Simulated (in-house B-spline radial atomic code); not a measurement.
# Binding energies in Rb21+

NIST's tabulated ground configuration is [Ne] 3s2 3p4; each binding energy is the energy of the ion with one electron taken from that subshell, relaxed, less that of the parent. All numbers are computed (Dirac-Hartree-Fock, average of configuration; Fermi nucleus of rms radius 4.2036 fm) with an all-electron radial atomic-structure program (B-spline basis), not measured. Energies include first-order Breit, QED and recoil terms.

| subshell | X-ray name | binding energy (eV) | -ε (eV) | relaxation (eV) |
| --- | --- | --- | --- | --- |
| 1s | K | 16117.3 | 16181.4 | 27.6 |
| 2s | L1 | 2961.7 | 2971.2 | 6.1 |
| 3s | M1 | 1040.1 | 1041.5 | 0.7 |
| 3p | M2,3 | 963.2 | 964.5 | 0.8 |

Relaxation = -ε minus the binding energy without Breit, QED and recoil terms.

Question: What does it cost to remove both a 1s and a 3p electron?

Answer: 17159 eV, which is 78.28 eV more than the two single binding energies together.

Question: What does it cost to remove two 1s electrons?

Answer: 32837 eV, which is 602.5 eV more than the two single binding energies together.
